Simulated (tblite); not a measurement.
Start geometry of `C=C[SiH2][C@@H]1S[C@H]1C(F)F` from a force field or distance geometry (Å):
```
atom  x, y, z in Å
C1     2.2883    0.6995    0.7269
C2     2.3187   -0.0064   -0.4151
Si3    0.9117   -0.4583   -1.4822
C4    -0.6121   -0.8803   -0.4754
S5    -2.1443   -0.9213   -1.2537
C6    -1.5649    0.2243   -0.1086
C7    -2.1656    0.2806    1.2454
F8    -1.2144    0.7199    2.1270
F9    -3.1517    1.2029    1.2637
H10    1.3538    1.1056    1.1431
H11    3.1878    0.9045    1.2832
H12    3.2723   -0.3883   -0.7651
H13    1.2954   -1.6124   -2.3103
H14    0.6194    0.6940   -2.3818
H15   -0.4450   -1.6755    0.2483
H16   -1.3945    1.2274   -0.4716
H17   -2.5619   -0.6719    1.6164
```

**Question.** What comes out of this run: tblite 0.8.0, GFN2-xTB geometry optimisation, gas phase?

**Answer.** 
```
atom  x, y, z in Å
C1     2.2217    0.5093    0.8012
C2     2.3333    0.1392   -0.4672
Si3    0.9408   -0.4963   -1.5599
C4    -0.5611   -0.8051   -0.4383
S5    -2.1701   -0.9372   -1.2622
C6    -1.5108    0.2932   -0.1357
C7    -2.1249    0.3514    1.2374
F8    -1.1880    0.7376    2.1483
F9    -3.1077    1.2753    1.3054
H10    1.2845    0.4704    1.3317
H11    3.0632    0.8719    1.3713
H12    3.3067    0.2084   -0.9374
H13    1.2758   -1.7777   -2.1853
H14    0.5452    0.4922   -2.5663
H15   -0.4497   -1.5454    0.3483
H16   -1.3306    1.2721   -0.5683
H17   -2.5353   -0.6149    1.5672
```

The energy falls by 7.0 kcal/mol over 76 L-BFGS steps, the largest force on an atom goes from 3.14 to 0.009 eV/Å, and the atoms move by 0.259 Å rms after alignment. The bond that changes most is C4–S5 (sp3 carbon bound to sulfur to sulfide sulfur), which lengthens by 0.093 Å. Bonds longer at the end by more than 0.005 Å: 5 of 17; shorter: 6. Among the angles that change most is C2–Si3–C4, from 111.6° to 107.3°. Among the dihedrals that turn most is H12–C2–Si3–H13, from 20° to 53°. Rotational constants go from 1537, 809.5, 560.4 to 1499, 808.6, 555.8 MHz. The orientation of the end geometry is arbitrary; only internal coordinates are fixed.

Its GFN2-xTB frequencies are all real (lowest 33 cm⁻¹). One conformer, not necessarily the lowest.

These are computed values.
